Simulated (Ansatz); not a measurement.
CH4F2Sn (`F[CH2][SnH2][F]`). Total charge 0; spin multiplicity 1. Correlated methods include outer-core shells of Sn, which these sets cover unevenly. Sn: def2 effective core potential.

Z-matrix (Å, degrees):
```
C
Sn 1 2.162
F 1 1.386 2 109.3
H 1 1.092 2 110.4 3 119.7
H 1 1.092 2 110.3 3 -119.7
F 2 1.931 1 102.5 3 179.5
H 2 1.703 1 114.1 3 -67.3
H 2 1.703 1 114.0 3 66.3
```

Give the diagnostics of a CCSD(T)/def2-TZVPP run (frozen core, Ansatz 0.2.0). (Best estimate.)

Computed: T1 = 0.0130, largest single amplitude 0.018, largest double 0.047, (T) share of the correlation energy 2.9 %, 9 CCSD cycles. The RHF solution is stable towards an unrestricted one. T1 lies under the customary mark of 0.02 for closed shells.
